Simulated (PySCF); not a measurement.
# Choosing a basis for TDDFT

Compound: C2H7BOSi.
SMILES with atom numbers: `[BH2:1]/[CH:2]=[CH:3]/[O:4][SiH3:5]` (hydrogens: H6, H7 on B1; H8 on C2; H9 on C3; H10, H11, H12 on Si5)

TDDFT with PBE0 (PySCF), vertical singlets, core orbitals frozen in the response, spherical d and f functions. Isolated species at its PBE0-D3(BJ)/def2-SVP geometry (one conformer only).

Problem. Compare 6-31G*, 6-31+G*, def2-SVP, def2-SVPD, aug-cc-pVDZ, def2-TZVP and def2-TZVPD for this molecule.

Solution. 

```
      basis  functions  diffuse  S1 (eV)  S2 (eV)  S3 (eV)  S4 (eV)  S5 (eV)  LUMO (eV)  α (au)
     6-31G*         88       no     5.59     5.73     6.05     6.28     6.77      -1.19    62.5
    6-31+G*        108      yes     5.42     5.64     5.85     6.21     6.69      -1.51    71.3
   def2-SVP        109       no     5.49     5.55     6.18     6.32     6.62      -1.48    67.6
  def2-SVPD        163      yes     5.43     5.54     6.04     6.18     6.63      -1.57    76.8
aug-cc-pVDZ        182      yes     5.36     5.55     5.85     6.17     6.56      -1.56    78.6
  def2-TZVP        203       no     5.41     5.57     6.02     6.18     6.62      -1.55    74.3
 def2-TZVPD        257      yes     5.39     5.56     5.89     6.17     6.61      -1.57    77.9
```

States are compared by their number. Against the largest diffuse basis here (def2-TZVPD, itself not a converged limit), sets without diffuse functions differ by up to 0.20 eV in S1 and 0.15 eV in S5; the smaller diffuse sets differ by up to 0.04 and 0.07 eV. State by state, the largest deviation of a set without diffuse functions is S1 0.20, S2 0.16, S3 0.29, S4 0.15, S5 0.15 eV. The same number needn't mean the same state in each row. Against def2-TZVPD the polarisability deviates by -20% in 6-31G*, -9% in 6-31+G*, -13% in def2-SVP, -1% in def2-SVPD, +1% in aug-cc-pVDZ, -5% in def2-TZVP. A single + in a Pople set puts diffuse functions on heavy atoms only.
